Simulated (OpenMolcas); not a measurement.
Computed levels of 3d4 in ions with 22 electrons, in cm-1 above 5D0.

| Property | Result |
| --- | --- |
| Program | OpenMolcas |
| Method | SS-CASPT2, IPEA 0.25 Eh, imaginary shift 0.1 Eh |
| Basis | ANO-RCC-VTZP |
| Scalar Hamiltonian | DKH2, point nucleus |
| Spin-orbit coupling | state interaction with AMFI integrals over the reference wave functions, term energies averaged over their components |

Active space for each ion: 4 electrons in 5 orbitals (3d); closed shells correlated by CASPT2: 3s 3p.

```tsv
Level	Mn3+	Fe4+	Co5+	Cu7+
5D1	103	154	221	396
5D2	302	452	644	1135
5D3	590	876	1241	2150
5D4	957	1411	1984	3370
3P0(1)	20820	24580	28460	33300
3P1(1)	21430	25500	29780	35620
3H4	21570	25410	29600	35530
3H5	21790	25740	30100	36460
3H6	22040	26110	30630	37390
```

Estimate 5D4, 3P0(1), 3P1(1) for Ni6+ from its neighbours Co5+ and Cu7+.

5D4 is fine structure, which grows about as the fourth power of a screened charge, so the fourth roots are averaged: ((1984^0.25 + 3370^0.25) / 2)^4 = 2609. The calculation gives 2580, so the estimate is off by +1.1 %; the measured value is 2392 (Corliss and Sugar, J. Phys. Chem. Ref. Data 10, 197 (1981)).
3P0(1) is another term, which grows about linearly with the charge: (28460 + 33300) / 2 = 30880. The calculation gives 30570, so the estimate is off by +1.0 %; the measured value is 30077 (Corliss and Sugar, J. Phys. Chem. Ref. Data 10, 197 (1981)).
3P1(1) is another term, which grows about linearly with the charge: (29780 + 35620) / 2 = 32700. The calculation gives 32310, so the estimate is off by +1.2 %; the measured value is 31836 (Corliss and Sugar, J. Phys. Chem. Ref. Data 10, 197 (1981)).

CASPT2 does not keep the components of a term degenerate, so their means are used; among the terms shown or strongly mixed into the levels shown the widest spread is 78 cm-1 (3d4 3H, Mn3+). Computed and measured levels are paired by configuration, term and J; levels that our copy of the source lacks, or whose pairing is in doubt (as where it misses far off the trend of its configuration), stay unpaired and out of the deviations. Levels of configurations outside the active space are missing.

A number in round brackets counts repeated terms of one configuration in the order of the reference energies.
